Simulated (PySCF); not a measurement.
# State search for CsNa⁺

Unrestricted PBE0; basis Cs def2-SVP with ECP46, Na def2-SVP; scalar-relativistic core potentials; PySCF 2.14. Outer shells of the fragments: Cs+ closed shells only; Na 3s1.

Followed along the bond (rough minima from three points):

```csv
2Ms+1,unpaired,⟨S²⟩ at the start,R at minimum (Å),Te (eV)
2,σ ↑,0.75,4.56,0.00
```

Solutions found at the starting distance of 3.880 Å, counted from the lowest of them; the search is not exhaustive and high or unbound solutions are not listed, so other states can lie among these:

```
2Ms+1  unpaired  term  E (eV)  ⟨S²⟩  ⟨Lz²⟩  μ (D)
    2       σ ↑   ²Σ⁺    0.00  0.75   0.00   2.63
    2       π ↑    ²Π    2.24  0.75   1.00   2.29
    2       δ ↑    ²Δ    3.94  0.75   4.00  14.91
```

A term symbol is given only where ⟨S²⟩ and ⟨Lz²⟩ are close to those of a pure state; real π, δ and φ orbitals otherwise mix terms. A positive dipole points towards Na; it is taken about the centre of mass and depends on that origin.

Spin–orbit coupling is left out. Counting both spins, an empty level lies below a filled one in some of these solutions, because spin and occupation are held.
